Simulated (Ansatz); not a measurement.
Basis sets compared for [V(H2S)Cl5]2- (VH₂SCl₅²⁻). Charge -2, multiplicity 3. Geometry PBE-D4/def2-SVPD. Ansatz on 4 threads of Intel Xeon Platinum 8375C on a shared host; times are rough, and most runs start from earlier orbitals.

```xyz
9

V     0.193   -0.254   -0.729
S     0.236    1.271    1.600
H    -1.097    1.470    1.358
H    -0.006   -0.097    1.875
Cl    0.055   -1.798   -2.472
Cl    2.462   -0.563   -0.102
Cl   -2.161    0.308   -0.581
Cl    0.656    1.646   -2.073
Cl   -0.338   -1.983    1.121
```

A multiply charged anion in the gas phase is held together partly by the finite basis. At PBE-D4/def2-SVPD, PBE-D4/def2-TZVPD, PBE0-D4/def2-SVPD, PBE0-D4/def2-TZVPD the highest occupied level of the charge -2 triplet lies above zero (up to 2.86 eV). Energy differences disagree on whether the electron is bound (positive means bound): -0.37 eV (vertical, against the charge -1 doublet, at PBE-D4/def2-TZVPD), but 0.10 eV at r2SCAN-D4/def2-TZVPD.

```tsv
level	functions	energy (Eh)	HOMO (eV)	LUMO (eV)	wall time
PBE-D4/def2-SVPD	212	-3642.4999	2.72	3.07	29 s
PBE0-D4/def2-SVPD	212	-3642.7325	0.25	4.07	39 s
```

Task: Estimate the rows for PBE-D4/def2-TZVPD, PBE0-D4/def2-TZVPD.

Result: 
```
             level  functions  energy (Eh)  HOMO (eV)  LUMO (eV)  wall time
 PBE-D4/def2-TZVPD        342   -3643.5086       2.86       3.22       31 s
PBE0-D4/def2-TZVPD        342   -3643.7313       0.41       4.30    2.7 min
```
